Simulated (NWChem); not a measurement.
System: BeHOF; SMILES [OH][Be][F]

Input file for NWChem:

```
start job
memory heap 200 mb stack 900 mb global 1100 mb
geometry units angstroms noautoz
  Be    -0.000405     0.000392     0.010705
  F      0.015632    -0.015260     1.409131
  O     -0.065728     0.064182    -1.396373
  H      0.311163    -0.303842    -2.200719
end
basis spherical
  * library cc-pvqz
end
dft
  xc b3lyp
  iterations 150
  semidirect filesize 400000000
  mulliken
end
task dft energy
```

The geometry was optimised at PBE-D3(BJ)/def2-SVP.

Task: Predict the main results of this run. (B3LYP/cc-pVQZ.) Quantities: basis functions; energy (Ha); highest occupied level (eV); orbital gap (eV); dipole (D).

Result: 
- number of basis functions: 195
- energy (Ha): -190.67
- highest occupied level (eV): -9.24
- orbital gap (eV): 8.48
- dipole (D): 2.13
